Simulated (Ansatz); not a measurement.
CH3Li (SMILES [Li][CH3]) moved off its minimum; all values from Ansatz (a first-principles code), cores frozen in correlated methods.
(charge 0, multiplicity 1)
```xyz
5

Li    -1.02724    -0.68899    -0.90123
C      0.24689     0.14008     0.23933
H      0.85595    -0.55152     0.78739
H     -0.19858     0.92538     0.97698
H      1.05014     0.68820    -0.40725
```

```json
[
 {"level": "HF/def2-TZVPP", "largest force (eV/Å)": "2.71", "on atom": "C2", "rms difference from CCSD(T)/aug-cc-pVTZ (eV/Å)": "0.168", "dipole (D)": "5.91"},
 {"level": "PBE/def2-TZVPP", "largest force (eV/Å)": "2.40", "on atom": "C2", "rms difference from CCSD(T)/aug-cc-pVTZ (eV/Å)": "0.097", "dipole (D)": "5.35"},
 {"level": "r2SCAN/def2-TZVPP", "largest force (eV/Å)": "2.42", "on atom": "C2", "rms difference from CCSD(T)/aug-cc-pVTZ (eV/Å)": "0.063", "dipole (D)": "5.64"},
 {"level": "B3LYP/def2-TZVPP", "largest force (eV/Å)": "2.46", "on atom": "C2", "rms difference from CCSD(T)/aug-cc-pVTZ (eV/Å)": "0.061", "dipole (D)": "5.53"},
 {"level": "wB97M-V/def2-TZVPP", "largest force (eV/Å)": "2.52", "on atom": "C2", "rms difference from CCSD(T)/aug-cc-pVTZ (eV/Å)": "0.076", "dipole (D)": "5.56"},
 {"level": "MP2/aug-cc-pVTZ", "largest force (eV/Å)": "2.68", "on atom": "C2", "rms difference from CCSD(T)/aug-cc-pVTZ (eV/Å)": "0.095", "dipole (D)": "5.78"},
 {"level": "CCSD(T)/aug-cc-pVTZ", "largest force (eV/Å)": "2.50", "on atom": "C2", "rms difference from CCSD(T)/aug-cc-pVTZ (eV/Å)": "0.000", "dipole (D)": "5.78"}
]
```

The differences count from one level among others, with limits of its own. Forces at CCSD(T)/aug-cc-pVTZ (eV/Å):

| atom | Fx | Fy | Fz |
|---|---|---|---|
| Li1 | -0.467 | -0.272 | -0.397 |
| C2 | 0.499 | 2.438 | -0.273 |
| H3 | 0.341 | -0.548 | 0.801 |
| H4 | 0.892 | -1.158 | -1.047 |
| H5 | -1.265 | -0.461 | 0.916 |
